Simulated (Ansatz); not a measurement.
H3ClSi2, SMILES `[SiH3][Si]Cl` (excited triplet) (charge 0, multiplicity 3). This triplet is an excited state, 0.97 eV above the relaxed singlet at the level frozen-core CCSD(T)/cc-pVTZ // PBE0-D3(BJ)/def2-TZVP (Ansatz, a quantum-chemistry and plane-wave program).

Level of theory: B3LYP/cc-pVTZ // PBE0-D3(BJ)/def2-TZVP run with Ansatz.

Ansatz 0.2 input:
```yaml
crystal:
  periodic: [false, false, false]
  atoms:
    - { symbol: Si, position_ang: [-0.729046, 0.082263, 0.151361] }
    - { symbol: Si, position_ang: [1.172271, -0.880519, -0.793142] }
    - { symbol: Cl, position_ang: [2.974488, 0.018725, -0.356341] }
    - { symbol: H, position_ang: [-0.900771, 1.486764, -0.305529] }
    - { symbol: H, position_ang: [-1.85281, -0.758635, -0.33288] }
    - { symbol: H, position_ang: [-0.664133, 0.051403, 1.636532] }
basis:
  gaussian: { orbitals: cc-pVTZ }
hamiltonian:
  xc: b3lyp
magnetization:
  spin_polarized: true
  initial_magnetization: 2
```

Output:

```
Functional definition: B3LYP
1036 factors; their error is unknown
mean field evaluation 1: about -28327.2540 eV, gradient 1.0e1 eV
mean field evaluation 2: about -28327.5884 eV, gradient 8.5e0 eV
mean field evaluation 4: about -28328.1077 eV, gradient 6.8e-1 eV
mean field evaluation 8: about -28328.2147 eV, gradient 3.7e-2 eV
mean field evaluation 16: about -28328.2148 eV, gradient 2.9e-5 eV
mean field -28328.21475489 eV, -1041.0426906885 hartree, gradient 2.9e-5 eV, S^2 2.003866; 0 other end points of the search recorded, 0 dependent functions left out
reference -28328.21501132 eV, -1041.0427001122 hartree; 25, 23 occupied and 119, 121 virtual orbitals, 1036 factors
Total energy: -28328.21501132 eV, -1041.0427001122 hartree
```
